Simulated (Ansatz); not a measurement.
Reaction (ligand exchange at the Si–Se bond): `C[Se][Si](F)(F)F` + CH₃NH₂ → `CN[Si](F)(F)F` + `C[SeH]`

Isolated molecules relaxed with PBE0-D4/def2-TZVP in Ansatz; ΔE leaves out vibrations. CBS: MP2 limit from def2 TZ/QZ plus the TZ coupled-cluster correction, frozen cores. Functionals use def2-TZVPP. HSE06 is defined as in plane-wave codes. For Se outer-core shells are correlated without core-valence functions, which leaves a few kJ/mol of doubt a bond. Scalar relativity is left out up to krypton. One conformer a species, not always the lowest.

```
         level  ΔE (kJ/mol)
      HSE06-D4        -13.7
       ωB97M-V        -20.6
       LC-ωPBE        -22.0
CCSD/CBS(def2)        -21.9
```

(1) What does CCSD(T)/CBS give? (Best estimate.)

Largest T1 diagnostic among the species: 0.011.

## Answers

(1) Computed: -18.7 kJ/mol. The listed levels differ from it by 5.0, -1.9, -3.3, -3.2 kJ/mol.

In def2-TZVPP, CCSD(T) changes the Hartree–Fock value by +12.8 kJ/mol (the triples alone add +3.3 kJ/mol) and MP2 by +16.4 kJ/mol. The D4 term adds +3.2 kJ/mol with B3LYP and +1.7 kJ/mol with PBE0; it sums over pairs of atoms, weighted by their polarisabilities, and B3LYP, whose exchange is more repulsive, gets the larger term. At CCSD(T), def2-SVP lies −9.9 kJ/mol from the extrapolated value and def2-TZVPP −5.0 kJ/mol.

CCSD(T)/CBS has its own doubt, a few kJ/mol and more with outer-core shells, so smaller differences from it don't rank the levels.

B3LYP here is the variant with VWN-RPA as its local correlation; programs differ in this.
